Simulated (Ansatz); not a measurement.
Geometry optimisation, Ansatz 0.2.0, RKS PBE-D4/def2-SVP.

The input (input.yaml):

```yaml
crystal:
  periodic: [false, false, false]
  atoms:
    - { symbol: Hf, position_ang: [-0.609012, -0.063822, -0.495346] }
    - { symbol: Cl, position_ang: [-0.079298, 1.012973, 3.01864] }
    - { symbol: F, position_ang: [0.768598, -1.220658, 0.148886] }
    - { symbol: F, position_ang: [-0.135127, 1.781339, -0.638613] }
    - { symbol: F, position_ang: [-0.98629, -0.716916, -2.2459] }
    - { symbol: S, position_ang: [-2.741775, -0.343445, 0.841675] }
    - { symbol: H, position_ang: [-2.726652, -1.702177, 0.691709] }
    - { symbol: H, position_ang: [-1.250543, 0.379906, 2.839049] }
basis:
  gaussian: { orbitals: def2-SVP }
hamiltonian:
  xc: pbe
  dispersion: d4
relax:
  f_tol: 0.03
  max_steps: 50
```

Command:

```bash
$ ansatz run input.yaml --threads 4 --pin off --max-ram 5120MiB --backend cpu --events-out ev --progress --plain --runs-dir out
```

Q: Where does it end, and by what steps?

A: The run converged. After 31 steps the energy has fallen by 1.034 eV; H8 moved furthest, 1.71 Å. Parted: Cl2–H8 (1.34 → 3.54 Å). Joined: Hf1–Cl2 (3.71 → 2.38 Å), S6–H8 (2.60 → 1.36 Å).

```csv
step,energy less start (eV),largest force component (eV/Å),accepted
0,0.0000,0.750,yes
2,-0.1031,0.287,yes
4,-0.1415,0.214,yes
6,-0.1588,0.122,yes
8,-0.1688,0.129,yes
10,-0.2050,0.513,yes
12,-0.4404,0.558,yes
14,-0.6112,0.610,yes
16,-0.6822,0.423,yes
18,-0.7013,0.308,yes
20,-0.7266,0.540,yes
22,-0.7762,0.177,yes
24,-0.8663,0.342,yes
26,-0.9659,0.617,yes
28,-1.0020,0.707,no
30,-1.0333,0.035,yes
31,-1.0340,0.016,yes
```

```xyz
8
Properties=species:S:1:pos:R:3
Hf -0.220 0.428 -0.053
Cl -0.366 1.965 1.760
F 0.403 -1.339 0.382
F 1.283 1.111 -1.019
F -1.572 0.495 -1.421
S -2.607 -0.601 1.326
H -2.679 -1.832 0.743
H -2.001 -1.100 2.440
```

Whether the end is a true minimum wasn't checked by a vibrational analysis.

Run time: 63 s on 4 threads of Arm Neoverse V1 (shared host), peak memory 0.19 GiB.
